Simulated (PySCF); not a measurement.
**Telling isomers of C8H11P apart by NMR**

Calculated, not measured (PySCF): structure optimised with GFN2-xTB, GIAO PBE0/pcSseg-1 shieldings. Isolated molecule, non-relativistic, equivalent nuclei averaged, one computed conformer.

Referencing at the same level of theory: 1H, 13C against TMS. Splittings of carbon signals by F and P are missing where no couplings were computed. Where no couplings were computed, multiplicities follow the n + 1 count of equivalent neighbours, and m marks all less simple cases (inequivalent or close neighbours, rings, F or P nearby). Shifts are as computed. Against solution values, carbons near 30 ppm lie about +3 ppm off and those near 130 ppm about +5 ppm. Of 1211 compounds with measured shifts, 218 miss one by over three times the rms of a fit or turn the order of signals round; such compounds aren't used in these exercises.

(1) Tabulate the signals of `CCc1pcccc1C`, `CPc1ccc(C)cc1` and their relative energies.

(2) What is the quickest way to tell CCc1pcccc1C from CPc1ccc(C)cc1?

Answers

(1) 
| SMILES | carbon types | δC | δH | E rel. (kcal/mol) |
| --- | --- | --- | --- | --- |
| CCc1pcccc1C | 2×C 3×CH 1×CH2 2×CH3 | 185.4, 162.1, 146.8, 136.5, 136.5, 33.6, 25.5, 16.8 | 9.07 (m, 1H), 8.02 (m, 1H), 7.63 (m, 1H), 2.86 (m, 2H), 2.50 (s, 3H), 1.83 (t, 3H) | 4.3 |
| CPc1ccc(C)cc1 | 2×C 4×CH 2×CH3 | 143.9, 142.6, 138.0, 134.4, 24.0, 14.0 | 7.67 (m, 2H), 7.42 (m, 2H), 4.13 (m, 1H), 2.47 (s, 3H), 1.32 (m, 3H) | 0.0 |

Energies are electronic energies at PBE0/pcSseg-1 on these geometries, without zero-point or thermal terms, each for the one conformer computed, which needn't be the lowest.

(2) Count the carbon signals: 8 against 6. The first has an sp3 CH2 on an aromatic ring at 33.6 ppm, the second a substituted aromatic carbon (C) at 142.6 ppm. Their most deshielded carbons lie at 185.4 and 143.9 ppm. In the proton spectra the most deshielded non-exchanging signals are 9.07 (m, 1H) and 7.67 (m, 2H).
